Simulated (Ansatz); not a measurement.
`C=C` and `C=[CH][ZnH]` differ in one atom or group.

Ansatz, PBE0-D4/def2-TZVP geometries, multiplicity 1. 

Scalar relativity is left out up to krypton.

```
                                        property   `C=C`
           HOMO energy (ωB97M-V/def2-TZVPP) / eV  -10.22
             HOMO energy (B3LYP/def2-TZVPP) / eV   -7.67
               HOMO energy (PBE/def2-TZVPP) / eV   -6.77
         HOMO–LUMO gap (ωB97M-V/def2-TZVPP) / eV   12.49
size of the dipole moment (B3LYP/def2-TZVPP) / D    0.00
              LUMO energy (PBE0/def2-TZVPP) / eV    0.13
```

Q: What does the change do to each property? (Estimate.)

A: Ansatz gave: 
```csv
property,`C=[CH][ZnH]`,shift
HOMO energy (ωB97M-V/def2-TZVPP) / eV,-9.81,0.41
HOMO energy (B3LYP/def2-TZVPP) / eV,-7.44,0.23
HOMO energy (PBE/def2-TZVPP) / eV,-6.43,0.34
HOMO–LUMO gap (ωB97M-V/def2-TZVPP) / eV,10.57,-1.92
size of the dipole moment (B3LYP/def2-TZVPP) / D,0.45,0.45
LUMO energy (PBE0/def2-TZVPP) / eV,-0.83,-0.96
```

With PBE0 the HOMO rises by 0.30 eV and the LUMO falls by 0.96 eV, so the gap narrows by about 1.26 eV. PBE moves the HOMO by 0.34 eV and ωB97M-V by 0.41 eV. The zero-point energy changes by -9.2 kJ/mol with +3 modes.

B3LYP here is the variant with VWN-RPA as its local correlation; programs differ in this.
